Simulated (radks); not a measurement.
The neon ion Ne3+, 7 electrons, occupied as [He] 2s2 2p3. Method: scalar-relativistic Kohn-Sham, Slater X-alpha with alpha = 0.606, spin-unpolarised, spherical densities, finite nucleus; Fermi nuclear charge, rms radius 3.0055 fm; computed with a radial shooting solver on a logarithmic mesh with Libxc functionals.

Normalised radial functions P(r) = r R(r), r in bohr:

r            1s      2p
0.01513  0.7889  0.0075
0.01848  0.9315  0.0110
0.02257  1.0918  0.0161
0.02757  1.2683  0.0234
0.03394  1.4652  0.0343
0.04146  1.6606  0.0493
0.05063  1.8519  0.0704
0.06185  2.0251  0.0995
0.07554  2.1625  0.1391
0.09226  2.2437  0.1920
0.1127   2.2485  0.2610
0.1376   2.1606  0.3482
0.1681   1.9733  0.4547
0.207    1.6824  0.5840
0.2528   1.3378  0.7205
0.3088   0.9722  0.8580
0.3771   0.6339  0.9805
0.4606   0.3626  1.0681
0.5626   0.1770  1.1004
0.6872   0.0714  1.0630
0.8394   0.0228  0.9533
1.025    0.0055  0.7841
1.262    0.0009  0.5740
1.542    0.0001  0.3751
1.883    0.0000  0.2111
2.3      0.0000  0.0991
2.809    0.0000  0.0373

1s: eigenvalue -899.78 eV, 0 radial nodes, <r> = 0.159 bohr, 90 % of the charge inside 0.284 bohr. 2p: eigenvalue -76.876 eV, 0 radial nodes, <r> = 0.763 bohr, 90 % of the charge inside 1.27 bohr.
